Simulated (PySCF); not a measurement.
Sb(Br)(Me)2 (C2H6BrSb), SMILES [CH3][Sb]([CH3])[Br].

Geometry: PBE0-D3(BJ)/def2-SVP. The structure was generated by enumeration; whether it is a known compound was not checked. The def2 effective core potentials stand for the cores of Sb; spin–orbit coupling is left out.

Two levels are set side by side: TDA-PBE/def2-SVPD (PySCF) and TDA-ωB97X/def2-SVPD (PySCF). Vertical, same geometry. The lowest singlet is HOMO→LUMO 94 % with PBE and HOMO→LUMO 95 % with the other functional; states are paired by order. Differences are taken from unrounded values.

```json
[
 {"quantity": "lowest singlet excitation (eV)", "TDA-PBE": "4.13"},
 {"quantity": "lowest triplet excitation (TDA) (eV)", "TDA-PBE": "3.40"},
 {"quantity": "first bright state (f over 0.05) (eV)", "TDA-PBE": "5.44"},
 {"quantity": "its oscillator strength", "TDA-PBE": "0.06"}
]
```

Task: These are the TDA-PBE values. What does TDA-ωB97X give? (The exact figures need the calculation; the answer reports its results.)

Result: 
```csv
quantity,TDA-ωB97X,TDA-PBE minus TDA-ωB97X
lowest singlet excitation (eV),4.60,-0.47
lowest triplet excitation (TDA) (eV),3.72,-0.33
first bright state (f over 0.05) (eV),4.60,0.84
its oscillator strength,0.08,-0.01
```

A lower first singlet is the usual sign of a functional without exact exchange. Differences between two approximate levels are no errors against the true value.

Rough cost on one machine, each run with all the roots and properties that it gave: TDA-ωB97X against TDA-PBE about 3 times.
